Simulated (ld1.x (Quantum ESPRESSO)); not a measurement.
**Which change was made? (Ge, TM)**

germanium (Ge), norm-conserving Troullier–Martins (Kleinman–Bylander form), made with ld1.x (Quantum ESPRESSO) 7.5 (PBE, scalar-relativistic). Core [Ar] 3d10, reference 4s2 4p2. Waves: 4s (bound): rc 1.75 bohr; 4p (bound): rc 2.35 bohr; 4d channel at 0.2 Ry: rc 2.25 bohr. Local part: all-electron potential smoothed inside 2.00 bohr (lloc = -1). Core correction: none.

Cutoffs, loose and tight: the cutoffs (Ry, on a coarse ladder) from which the occupation-weighted sum of valence levels, in a spherical-Bessel basis at the reference potential, stays within 10 and 1 mRy of its value at 400 Ry. They do not see the model core or the augmentation charge, which bear on the density cutoff. Test errors are all-electron minus pseudo excitation energies from the reference, over the configurations 4s2 4p1; 4s2 4p0; 4s1 4p0; 4s1 4p2; 4s2 4p1.5; 4s1 4p3; 4s2 4p2.3; variants that change the core or the reference have their own tests.

The base gives: outcome: generated; cutoff, loose: 18 Ry; cutoff, tight: 40 Ry; bound ghosts: none; largest test error (meV): +77.

Problem. After one change the result is: outcome: generated; cutoff, loose: 30 Ry; cutoff, tight: 45 Ry; bound ghosts: none; largest test error (meV): +81. Which change was it?
A. wave 4p (bound): rc 2.35 bohr becomes 4p (bound): rc 1.58 bohr
B. core correction a·sin(br)/r model core inside 2.00 bohr
C. functional BLYP

Solution. A. The others give: functional BLYP → outcome: generated; cutoff, loose: 18 Ry; cutoff, tight: 40 Ry; bound ghosts: none; largest test error (meV): +352 | core correction a·sin(br)/r model core inside 2.00 bohr → outcome: generated; cutoff, loose: 18 Ry; cutoff, tight: 40 Ry; bound ghosts: none; largest test error (meV): -237.
